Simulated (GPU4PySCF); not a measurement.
C₃₀H₂₁BN₂, SMILES c1ccc(N2c3ccccc3B3c4ccccc4N(c4ccccc4)c4cccc2c43)cc1.

Geometry: B3LYP-D3(BJ)/def2-SVP. One conformer was computed; it need not be the lowest.

Method: GPU4PySCF with r2SCAN/def2-SVP.

Computed frontier levels, gap, dipole moment and polarisability:
```json
{
 "highest_occupied_level": "-4.57 eV",
 "lowest_empty_level": "-1.92 eV",
 "orbital_gap": "2.65 eV",
 "dipole_moment": "2.49 D",
 "quadrupole, principal values (traceless, Buckingham form, about the centre of nuclear charge)": "-19.04, -10.24, 29.27 D·Å",
 "mean_static_polarisability": "378.0 bohr³ (56.01 Å³)",
 "polarisability_principal_values": "215.2, 404.6, 514.1 bohr³"
}
```
